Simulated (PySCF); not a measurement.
Method: B3LYP-D3(BJ)/def2-TZVP run with PySCF. Isolated molecules, 0 K electronic values unless said otherwise. B3LYP has the VWN-RPA correlation part, as in Gaussian. 

Reference species (SMILES): `C=C=C[SiH3]` (neutral, multiplicity 1).

| Quantity | Result |
|---|---|
| HOMO–LUMO gap | 6.91 eV |
| dipole moment | 0.51 D |

Changed species: `C1C=C[SiH2]1`.

Question: Give the shifts of the HOMO–LUMO gap and dipole moment.

Answer: the HOMO–LUMO gap increases by 0.18 eV, to 7.09 eV; the dipole moment increases by 0.07 D, to 0.58 D.
